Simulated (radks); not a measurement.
Neutral europium inside a hard spherical wall (all orbitals vanish at R), configuration held at [Xe] 4f7 6s2 and not refilled when levels cross. All-electron calculation, scalar-relativistic Kohn-Sham, PBE, spin-polarised, spherical densities, finite nucleus; open shells are filled with parallel spins first (spin-orbit coupling, left out, can overturn this in heavy ions); Fermi nuclear charge, rms radius 5.1115 fm. Program: a radial shooting solver on a logarithmic mesh with Libxc functionals. Eigenvalues in eV for spin up, with the zero of energy where the potential of the charges vanishes at infinity; a dash marks a level that is unbound or too diffuse for the functional's potential to be trusted. A positive occupied level is held by the wall or, in an anion where self-interaction has pushed it up, behind a barrier. The pressure on the wall is -dE/dV.

\begin{tabular}{lrrrrrrrrr}
R (bohr) & E (hartree) & kinetic (hartree) & e(5s) & e(5p) & e(4f) & e(6s) & e(5d, empty) & e(6p, empty) & pressure (GPa) \\ \hline
free & -10843.6049 & 11615.466 & -45.688 & -24.553 & -4.101 & -3.723 & -1.792 & -1.237 & 0 \\
20 & -10843.6049 & 11615.466 & -45.688 & -24.553 & -4.101 & -3.722 & -1.792 & -1.236 & < 0.0001 \\
15 & -10843.6049 & 11615.466 & -45.684 & -24.550 & -4.097 & -3.720 & -1.788 & -1.220 & 0.000279 \\
12 & -10843.6044 & 11615.472 & -45.642 & -24.508 & -4.056 & -3.689 & -1.750 & -1.125 & 0.00799 \\
10 & -10843.6015 & 11615.494 & -45.482 & -24.350 & -3.898 & -3.562 & -1.606 & -0.846 & 0.0733 \\
7 & -10843.5534 & 11615.746 & -44.281 & -23.174 & -2.708 & -2.324 & -0.476 & 1.323 & 2.21 \\
6 & -10843.4772 & 11616.064 & -43.226 & -22.158 & -1.645 & -0.819 & 0.627 & 3.723 & 7.67 \\
4 & -10842.6210 & 11619.290 & -37.646 & -16.860 & 4.459 & 12.081 & 7.689 & 21.924 & 172 \\
3.5 & -10841.7505 & 11622.570 & -33.933 & -13.154 & 8.864 & 23.095 & 12.972 & 36.035 & 478 \\
2 & -10820.2705 & 11692.977 & 18.989 & 47.934 & 64.123 & 203.32 & 94.727 & 237.84 & 29000 \\
1.5 & -10767.3334 & 11849.696 & 129.97 & 175.44 & 141.06 & 519.74 & 246.01 & 570.33 & 212000 \\
\end{tabular}
